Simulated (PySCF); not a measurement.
InCl2, SMILES [Cl][In+][Cl], charge +1.

The structure is a stationary point at B3LYP-D3(BJ)/def2-TZVP. The spin state was assumed, not searched. The isomer is the one that the SMILES or the coordinates give; other isomers of the formula were not compared. The def2 effective core potentials stand for the cores of In; spin–orbit coupling is left out.

Two levels are set side by side: PBE/def2-TZVPD (PySCF) and M06-2X/def2-TZVPD (PySCF). Same geometry, gas phase. Differences are taken from unrounded values.

```tsv
quantity	M06-2X	PBE	PBE minus M06-2X
orbital gap (eV)	8.08	3.59	-4.49
highest occupied level (eV)	-16.48	-13.79	2.69
lowest empty level (eV)	-8.40	-10.20	-1.80
mean polarisability (bohr³)	53.0	55.8	2.7
```

Without exact exchange PBE keeps part of each electron's self-repulsion, which lifts occupied levels and narrows the gap. PBE's more diffuse valence density responds more strongly to a field. Differences between two approximate levels are no errors against the true value.

Rough cost on one machine, each run with all the roots and properties that it gave: M06-2X against PBE about 3 times.
